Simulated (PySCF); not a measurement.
Job file and geometry (Å, from GFN2-xTB) of an NMR shielding run on `C=NC[SiH2][Si@@H](O)N[SiH3]`, C₂H₁₂N₂OSi₃, GIAO PBE0/pcSseg-1 NMR shielding, non-relativistic, gas phase (PySCF 2.14.0, density-fitted response routines); density fitting, a coarse starting grid and PySCF grid level 2 are the driver's defaults:

```
$ OMP_NUM_THREADS=1 python probes_run.py task.json out

{"job": {"kind": "nmr", "xc": "PBE0", "basis": "pcSseg-1"}, "charge": 0, "multiplicity": 1}
C     -4.118189     0.201104     0.307026
N     -3.399542    -0.783961     0.016839
C     -2.069564    -0.877641     0.483426
Si    -0.911210    -0.437881    -0.990594
Si     1.273805    -0.797620    -0.370070
O      2.040453    -0.717772    -1.798606
N      1.888287     0.462033     0.665839
Si     3.354328     1.374108     0.574249
H     -3.804482     1.022619     0.962965
H     -5.114452     0.253186    -0.105344
H     -1.864389    -0.219523     1.343724
H     -1.891035    -1.911609     0.782791
H     -1.253074     0.953284    -1.349509
H     -1.357093    -1.259319    -2.122692
H      1.633881    -2.072320     0.284402
H      2.989649    -0.640905    -1.848075
H      1.366466     0.590346     1.516361
H      3.494728     1.879112    -0.792815
H      4.522409     0.537057     0.889941
H      3.213877     2.456383     1.547106
```

Question: Write the output of this run.

Answer: 
```
coarse grid: 17696 points
cycle   1  E = -1135.7575681431  dE =  7.373e-01  |g| = 8.445e-01  |ddm| = 4.011e+00
cycle   2  E = -1135.5896206107  dE =  1.679e-01  |g| = 1.253e+00  |ddm| = 1.933e+00
cycle   3  E = -1135.8930703761  dE = -3.034e-01  |g| = 1.032e-01  |ddm| = 1.336e+00
cycle   4  E = -1135.8944182068  dE = -1.348e-03  |g| = 6.410e-02  |ddm| = 9.963e-02
cycle   5  E = -1135.8952458816  dE = -8.277e-04  |g| = 1.626e-02  |ddm| = 5.338e-02
cycle   6  E = -1135.8953018180  dE = -5.594e-05  |g| = 5.042e-03  |ddm| = 1.835e-02
cycle   7  E = -1135.8953075003  dE = -5.682e-06  |g| = 1.257e-03  |ddm| = 5.252e-03
final grid: 155856 points
cycle   8  E = -1135.9458491763  dE = -2.182e-05  |g| = 1.045e-02  |ddm| = 2.261e-02
cycle   9  E = -1135.9458184442  dE =  3.073e-05  |g| = 1.606e-02  |ddm| = 2.203e-02
cycle  10  E = -1135.9458715729  dE = -5.313e-05  |g| = 1.518e-03  |ddm| = 1.365e-02
cycle  11  E = -1135.9458720635  dE = -4.907e-07  |g| = 4.289e-04  |ddm| = 1.179e-03
cycle  12  E = -1135.9458720977  dE = -3.419e-08  |g| = 1.517e-04  |ddm| = 4.100e-04
cycle  13  E = -1135.9458721028  dE = -5.080e-09  |g| = 3.033e-05  |ddm| = 1.538e-04
cycle  14  E = -1135.9458721030  dE = -2.083e-10  |g| = 6.493e-06  |ddm| = 3.542e-05
converged SCF energy = -1135.9458721030

GIAO shielding tensors (ppm)
atom      isotropic    diamagn.    paramagn.     s11        s22        s33       span
  0 C       35.031     254.466    -219.435    -66.065     56.095    115.064    181.129
  1 N     -141.598     326.534    -468.132   -524.536   -175.266    275.008    799.544
  2 C      136.929     255.728    -118.798    112.997    116.134    181.657     68.661
  3 Si     412.258     883.687    -471.430    355.806    414.888    466.079    110.273
  4 Si     356.618     880.557    -523.939    320.149    367.696    382.008     61.859
  5 O      302.562     387.009     -84.448    268.392    296.126    343.167     74.776
  6 N      254.525     329.131     -74.606    215.824    244.601    303.150     87.326
  7 Si     413.702     879.954    -466.252    368.389    402.918    469.798    101.409
  8 H       24.138      31.938      -7.800     21.005     24.212     27.196      6.192
  9 H       24.684      26.557      -1.873     23.159     23.962     26.930      3.771
 10 H       28.628      35.940      -7.312     25.041     29.070     31.775      6.734
 11 H       27.737      32.623      -4.886     24.610     27.515     31.087      6.476
 12 H       28.339      32.937      -4.598     25.435     27.228     32.353      6.918
 13 H       27.570      30.830      -3.260     24.400     26.315     31.996      7.595
 14 H       25.613      30.412      -4.799     22.751     23.570     30.519      7.768
 15 H       30.092      30.555      -0.464     21.189     26.252     42.834     21.646
 16 H       32.609      37.296      -4.686     23.327     30.457     44.045     20.718
 17 H       26.876      29.653      -2.777     23.210     25.918     31.499      8.290
 18 H       26.880      28.015      -1.135     23.015     24.827     32.799      9.784
 19 H       26.978      28.753      -1.775     23.432     25.281     32.222      8.790
```

Question: Turn these shieldings into chemical shifts. References, each an isolated molecule treated in the same way: ¹³C (186.93 ppm) and ²⁹Si (349.16 ppm) and ¹H (31.72 ppm) vs TMS; ¹⁵N (267.73 ppm) against NH3; H2O for ¹⁷O (336.08 ppm).

Answer: Averaging equivalent atoms: C 0: 151.9; C 2: 50.0; N 1: 409.3; N 6: 13.2; Si 4: -7.5; Si 3: -63.1; Si 7: -64.5; O 5: 33.5; H 8: 7.58; H 9: 7.03; H 14: 6.10; H 17/18/19: 4.81; H 13: 4.15; H 11: 3.98; H 12: 3.38; H 10: 3.09; H 15: 1.63; H 16: -0.89 ppm. Experimental scales use liquid or dissolved standards, which lie at an offset from isolated NH3 (liquid NH3: subtract about 20 ppm) and H2O (liquid H2O: subtract about 36 ppm). Unscaled 15N shifts of sp2 nitrogen come out 20 to 40 ppm too high even then.

Size and cost of the density-fitted run: 217 basis functions, 51 s wall time on 1 thread of an Arm Neoverse V1, shared host; peak memory 0.97 GiB.
